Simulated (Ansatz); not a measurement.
Start from `O[Si](O)(Cl)Cl` and change one atom or group to get `N[Si](O)(Cl)Cl`.

Ansatz, PBE0-D4/def2-TZVP geometries, multiplicity 1. Each molecule was computed in one conformer, which needn't be the lowest.

```tsv
property	`O[Si](O)(Cl)Cl`
LUMO energy (ωB97M-V/def2-TZVPP) / eV	1.84
LUMO energy (PBE/def2-TZVPP) / eV	-0.69
LUMO energy (B3LYP/def2-TZVPP) / eV	-0.11
HOMO–LUMO gap (PBE/def2-TZVPP) / eV	6.97
size of the dipole moment (PBE/def2-TZVPP) / D	1.97
size of the dipole moment (ωB97M-V/def2-TZVPP) / D	2.02
```

Task: Give the same properties after the change, and the shifts. (Estimate.)

Result: Ansatz gave: 
```json
{"property": "LUMO energy (ωB97M-V/def2-TZVPP) / eV", "`N[Si](O)(Cl)Cl`": "1.92", "shift": "0.08"}
{"property": "LUMO energy (PBE/def2-TZVPP) / eV", "`N[Si](O)(Cl)Cl`": "-0.48", "shift": "0.21"}
{"property": "LUMO energy (B3LYP/def2-TZVPP) / eV", "`N[Si](O)(Cl)Cl`": "0.06", "shift": "0.17"}
{"property": "HOMO–LUMO gap (PBE/def2-TZVPP) / eV", "`N[Si](O)(Cl)Cl`": "6.24", "shift": "-0.73"}
{"property": "size of the dipole moment (PBE/def2-TZVPP) / D", "`N[Si](O)(Cl)Cl`": "2.86", "shift": "0.89"}
{"property": "size of the dipole moment (ωB97M-V/def2-TZVPP) / D", "`N[Si](O)(Cl)Cl`": "2.90", "shift": "0.88"}
```

With PBE0 the HOMO rises by 0.93 eV and the LUMO rises by 0.16 eV, so the gap narrows by about 0.77 eV. PBE moves the HOMO by 0.94 eV and ωB97M-V by 0.85 eV. Dipoles are sizes alone; their direction can turn.

B3LYP here is the variant with VWN-RPA as its local correlation; programs differ in this.
